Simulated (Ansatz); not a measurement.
`[NH2][SnH]([F])[Cl]` + HBr → `[F][SnH]([Cl])[Br]` + NH₃ at 400 K and 1 bar (ligand exchange at the Sn–N bond).

Gas-phase electronic energies from Ansatz, PBE0-D4/def2-TZVP geometries. CCSD(T)/CBS adds triple-zeta CCSD(T) − MP2 to the extrapolated MP2 energy (def2 sets, frozen cores). This one scheme is used for every species. def2 core potentials past Kr. For Br, Sn outer-core shells are correlated without core-valence functions, which leaves a few kJ/mol of doubt a bond. Scalar relativity is left out up to krypton. One conformer a species, not always the lowest.

| species | CCSD(T)/CBS energy (Eh) | H − E (kJ/mol) | S (J/(mol·K)) |
| --- | --- | --- | --- |
| `[NH2][SnH]([F])[Cl]` | -830.19021 | 123.3 | 380.9 |
| HBr | -2573.91920 | 27.6 | 207.2 |
| `[F][SnH]([Cl])[Br]` | -3347.63611 | 56.3 | 381.0 |
| NH₃ | -56.50880 | 104.2 | 203.1 |

H − E and S are ideal-gas, rigid-rotor, harmonic terms from PBE0-D4/def2-TZVP, for one conformer and one mirror image of each species. 1 Eh = 2625.50 kJ/mol, R = 8.31446 J/(mol·K).

Task: By hand: ΔE, ΔH, ΔS and ΔG.

Result: ΔE = (-3347.63611) + (-56.50880) − (-830.19021) − (-2573.91920) = -0.03550 Eh = -93.2 kJ/mol. Δ(H − E) = 56.3 + 104.2 − 123.3 − 27.6 = 9.6, so ΔH = -83.6 kJ/mol. ΔS = 381.0 + 203.1 − 380.9 − 207.2 = -4.0 J/(mol·K). ΔG = -83.6 − 400 × (-4.0)/1000 = -82.0 kJ/mol.

Task: By hand: the equilibrium constant, and the temperature at which ΔG would vanish if ΔH and ΔS stayed fixed.

Result: log₁₀ K = −ΔG/(RT ln 10) = 10.7. ΔG = 0 at ΔH/ΔS = 20900 K, far beyond where these terms or the molecules hold.

The number of gas molecules stays the same, so ΔS is small and ΔH decides. A doubt of 5 kJ/mol in ΔE shifts log₁₀ K by 0.7 here. Other conformers and mirror images would add mixing entropy, several J/(mol·K) or more a flexible species. These are equilibria of isolated gas molecules and say nothing of rates. Largest T1 diagnostic: 0.013 (customary marks: 0.02 for closed shells, 0.045 for open ones).
